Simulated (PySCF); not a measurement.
FGa (SMILES [F][Ga]), singlet, geometry from GFN2-xTB (such geometries of metal compounds can be far from the true shape).

The PySCF input:
```python
from pyscf import gto, scf, dft

mol = gto.Mole()
mol.atom = '''
    Ga   -0.000000   -0.000000   -0.404797
    F     0.000000    0.000000    1.394301
'''
mol.basis = 'def2-svpd'
mol.charge = 0
mol.spin = 0
mol.verbose = 4
mol.build()

mf = dft.RKS(mol)
mf.xc = 'blyp'
mf.grids.atom_grid = (99, 590)
mf.grids.prune = None
mf.kernel()
```

Problem. What does this run give for the HOMO energy, total energy, number of basis functions?

Solution. 
The HOMO energy comes out as -6.84 eV, the total energy is -2024.5134 Eh and the number of basis functions comes out as 61.
